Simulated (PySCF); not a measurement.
## Electron correlation in Mg (magnesium, neutral)

[Ne] 3s1 4s1, high-spin 3S determinant (an excited configuration). Calculation: PySCF 2.14, in dyall-av3z; the non-relativistic Hamiltonian (point nucleus). Frozen: [Ne]; 2 electrons correlated; the 22 highest virtual orbitals of each spin left out.

With two correlated electrons CCSD is exact within the correlated space (frozen core and kept virtual orbitals).

| level | correlation energy (mhartree) |
| --- | --- |
| CCSD | -4.18 |

Diagnostics: T1 = 0.019, D1 = 0.0382, largest double amplitude 0.059.

Question: Is a single reference adequate?

Answer: Yes: T1 lies below 0.03 and no double amplitude reaches 0.07.
